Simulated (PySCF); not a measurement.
CH6GeO3, SMILES [CH3][Ge]([OH])([OH])[OH]. The structure is a stationary point at B3LYP-D3(BJ)/def2-SVP. Other conformers were not sampled.

Calculation: B3LYP-D3(BJ)/def2-SVP (PySCF).

Harmonic wavenumbers (cm⁻¹): 81, 100, 100, 206, 206, 245, 246, 255, 319, 612, 702, 713, 713, 801, 801, 884, 893, 893, 1264, 1431, 1431, 3052, 3159, 3159, 3834, 3834, 3835. Rotational constants (GHz): 3.459, 3.169, 3.169; symmetry number 3.

### Question
Work out the zero-point energy and the ideal-gas rigid-rotor harmonic-oscillator thermochemistry at 298.15 K and 1 atm.

### Answer
ZPE = ½ Σ hcν = ½ × 33769 cm⁻¹ = 48.28 kcal/mol. H − E(el) = 54.43 kcal/mol. Entropy in cal/(mol K): translation 40.69, rotation 24.45, vibration 23.71, total 88.85. G − E(el) = 27.94 kcal/mol. Cp = 31.04 cal/(mol K). Modes under 150 cm⁻¹ make the vibrational entropy uncertain.
